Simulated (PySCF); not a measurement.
First SCF of a structure search on doublet [RuBr2]+, at a hand-made bent geometry. PySCF input:

```python
from pyscf import gto, scf, dft
mol = gto.M(atom='''
Ru     0.000000     0.000000     0.000000
Br     1.918600     0.000000     1.343400
Br    -1.918600     0.000000     1.343400''',
    basis={'Ru': 'def2-TZVP', 'Br': 'def2-TZVP'},
    ecp={'Ru': 'def2-TZVP'},
    charge=1, spin=1)
mf = dft.UKS(mol, xc='PBE0')
mf.grids.atom_grid = (50, 194)
aux = {'Ru': 'def2-universal-JKFIT', 'Br': 'def2-universal-JKFIT'}
mf = mf.density_fit(auxbasis=aux)
mf.conv_tol = 1e-08
mf.diis_space = 10
mf.max_cycle = 60
mf.init_guess = 'minao'
mf.verbose = 4
mf.kernel()
```

Excerpt of the output (cycles alone):

```
init E= -5232.77185422223
cycle= 1 E= -5240.61237873546  delta_E= -7.84  |g|= 1.91  |ddm|= 3.12
cycle= 2 E= -5229.17505310497  delta_E= 11.4  |g|=  3.5  |ddm|= 8.21
cycle= 3 E= -5240.9155738071  delta_E= -11.7  |g|=  1.6  |ddm|= 8.17
cycle= 4 E= -5242.24132049397  delta_E= -1.33  |g|= 0.265  |ddm|= 0.951
cycle= 5 E= -5242.25298369888  delta_E= -0.0117  |g|= 0.156  |ddm|= 0.31
cycle= 6 E= -5242.26527079452  delta_E= -0.0123  |g|= 0.045  |ddm|= 0.147
cycle= 7 E= -5242.26672790018  delta_E= -0.00146  |g|= 0.0155  |ddm|= 0.0535
cycle= 8 E= -5242.26756027288  delta_E= -0.000832  |g|= 0.0135  |ddm|= 0.048
cycle= 9 E= -5242.26874543197  delta_E= -0.00119  |g|= 0.0173  |ddm|= 0.0733
cycle= 10 E= -5242.26886859248  delta_E= -0.000123  |g|= 0.0172  |ddm|= 0.00712
cycle= 11 E= -5242.26790049183  delta_E= 0.000968  |g|= 0.0185  |ddm|= 0.0569
cycle= 12 E= -5242.26513154855  delta_E= 0.00277  |g|= 0.0242  |ddm|= 0.173
cycle= 13 E= -5242.26562612105  delta_E= -0.000495  |g|= 0.0201  |ddm|= 0.0291
... 14 lines left out ...
cycle= 28 E= -5242.26285300558  delta_E= -1.68e-06  |g|= 0.000742  |ddm|= 0.00228
cycle= 29 E= -5242.26285608953  delta_E= -3.08e-06  |g|= 0.000404  |ddm|= 0.00433
cycle= 30 E= -5242.2628547996  delta_E= 1.29e-06  |g|= 0.000373  |ddm|= 0.00329
cycle= 31 E= -5242.26285613668  delta_E= -1.34e-06  |g|= 0.000322  |ddm|= 0.00284
cycle= 32 E= -5242.26285601954  delta_E= 1.17e-07  |g|= 0.000266  |ddm|= 0.00458
cycle= 33 E= -5242.26285583087  delta_E= 1.89e-07  |g|= 0.000193  |ddm|= 0.00468
cycle= 34 E= -5242.26285580538  delta_E= 2.55e-08  |g|= 8.96e-05  |ddm|= 0.00347
cycle= 35 E= -5242.26285581156  delta_E= -6.17e-09  |g|= 2.23e-05  |ddm|= 0.000419
Extra cycle  E= -5242.26285581362  delta_E= -2.06e-09  |g|= 6.1e-05  |ddm|= 0.000122
converged SCF energy = -5242.26285581362  <S^2> = 0.83758205  2S+1 = 2.085744
```

This is not the lowest solution: another start and a stability analysis within the same unrestricted form found one 97.6 kJ/mol lower, at -5242.30003 Eh.

With open d or f shells other occupations or spin states may lie lower.

The search for the lowest solution, 3 starts and the stability check together, took 69 s on 4 threads of a shared Arm Neoverse V1 host, with 136 basis functions; the process peaked at 0.59 GiB. Launch command: `OMP_NUM_THREADS=4 python axn.py task.json out`.
